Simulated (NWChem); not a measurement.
System meant: ZnN2H4; SMILES [Zn]([NH2])[NH2]

Here is an NWChem input.

```
start job
memory heap 200 mb stack 900 mb global 1100 mb
geometry units angstroms noautoz
  Zn    -0.185825     0.000827    -0.002137
  N     -0.325169    -1.822912    -0.061991
  H     -0.642248    -2.246287     0.820695
  H      0.548912    -2.307587    -0.304513
  N     -0.328044     1.824540     0.052962
  H     -0.566511     2.253274    -0.851681
  H      0.522583     2.306236     0.372918
end
basis spherical
  Zn library def2-svp
  N library def2-svp
  H library def2-svp
end
dft
  xc pbe0
  iterations 4
  mulliken
end
task dft energy
```

End of the output:

```
    Atom       Charge   Shell Charges
 -----------   ------   -------------------------------------------------------
    1 Zn  30    29.37   2.00  2.00  1.95  0.61  0.18  5.99  5.91  0.78  7.75  2.19  0.00
    2 N    7     7.41   1.97  0.75  0.51  2.19  1.97  0.02
    3 H    1     0.95   0.60  0.23  0.13
    4 H    1     0.95   0.60  0.23  0.13
    5 N    7     7.41   1.97  0.75  0.51  2.19  1.97  0.02
    6 H    1     0.95   0.60  0.23  0.13
    7 H    1     0.95   0.60  0.23  0.13

 center of mass
 --------------
 x =  -0.01185303 y =  -0.00005467 z =  -0.00116366

 moments of inertia (a.u.)
 ------------------
         413.576568188163          -0.000000000000           0.000000000000
          -0.000000000000          12.773631934397           0.000000000000
           0.000000000000           0.000000000000         413.982479247831

     Multipole analysis of the density
     ---------------------------------

     L   x y z        total         alpha         beta         nuclear
     -   - - -        -----         -----         ----         -------
     0   0 0 0     -0.000000    -24.000000    -24.000000     48.000000

     1   1 0 0      0.740865      0.370433      0.370433     -0.000000
     1   0 1 0      0.002069      0.001034      0.001034     -0.000000
     1   0 0 1      0.045946      0.022973      0.022973     -0.000000

     2   2 0 0    -18.948058    -12.391273    -12.391273      5.834489
     2   1 1 0      0.204408     -0.032118     -0.032118      0.268645
     2   1 0 1     -0.022016     -0.000153     -0.000153     -0.021710
     2   0 2 0    -21.722316   -131.060284   -131.060284    240.398253
     2   0 1 1     -3.163238      0.473212      0.473212     -4.109661
     2   0 0 2    -18.544343    -12.287952    -12.287952      6.031562

 ------------------------------------------------------------------------
 dft energy failed                                                                                  0
 ------------------------------------------------------------------------
 ------------------------------------------------------------------------
  current input line :
    22: task dft energy
 ------------------------------------------------------------------------
 ------------------------------------------------------------------------
 This type of error is most commonly associated with calculations not reaching convergence criteria
 ------------------------------------------------------------------------
 For more information see the NWChem manual at https://nwchemgit.github.io

0:dft energy failed:Received an Error in Communication
```

Question: Can this run be used? If not, why, and what is the fix?

Answer: Convergence was not reached. Cause: the SCF was allowed too few iterations. This input runs:
```
start job
memory heap 200 mb stack 900 mb global 1100 mb
geometry units angstroms noautoz
  Zn    -0.185825     0.000827    -0.002137
  N     -0.325169    -1.822912    -0.061991
  H     -0.642248    -2.246287     0.820695
  H      0.548912    -2.307587    -0.304513
  N     -0.328044     1.824540     0.052962
  H     -0.566511     2.253274    -0.851681
  H      0.522583     2.306236     0.372918
end
basis spherical
  Zn library def2-svp
  N library def2-svp
  H library def2-svp
end
dft
  xc pbe0
  iterations 150
  mulliken
end
task dft energy
```
It converges to -1890.58854 Ha (PBE0/def2-SVP).
